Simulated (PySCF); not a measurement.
C₄H₁₆GeSi₂, SMILES [SiH2]([GeH3])[SiH2]C(C)(C)C (GFN2-xTB optimised geometry):

```
23

C      1.074    -2.492     0.542
C      1.620    -1.449    -0.431
C      1.222    -1.840    -1.854
C      3.144    -1.427    -0.332
Si     0.907     0.282     0.000
Si    -1.414     0.282     0.000
Ge    -2.261     2.460     0.000
H      1.340    -2.243     1.568
H      1.484    -3.477     0.318
H     -0.011    -2.556     0.477
H      0.139    -1.886    -1.958
H      1.605    -1.120    -2.574
H      1.626    -2.820    -2.109
H      3.560    -2.404    -0.584
H      3.566    -0.694    -1.017
H      3.463    -1.173     0.676
H      1.473     1.242    -0.964
H      1.456     0.666     1.312
H     -1.980    -0.408     1.168
H     -2.007    -0.417    -1.150
H     -1.360     3.477     0.641
H     -3.566     2.690     0.708
H     -2.517     3.064    -1.351
```

Level of theory: PBE/def2-SVP (PySCF).

Problem. What are the frontier orbital energies and the dipole moment?

Solution. HOMO-2 -7.50 eV, HOMO-1 -7.31 eV, HOMO -6.55 eV, LUMO -0.83 eV, LUMO+1 -0.75 eV; dipole moment 1.49 D.

Meta-Löwdin charges at PBE/def2-SVP: C1 -0.30, C2 -0.11, C3 -0.30, C4 -0.30, Si5 0.34, Si6 0.10, Ge7 0.07, H8 0.10, H9 0.10, H10 0.10, H11 0.10, H12 0.10, H13 0.10, H14 0.10, H15 0.10, H16 0.10, H17 -0.08, H18 -0.07, H19 -0.05, H20 -0.05, H21 -0.04, H22 -0.03, H23 -0.04.
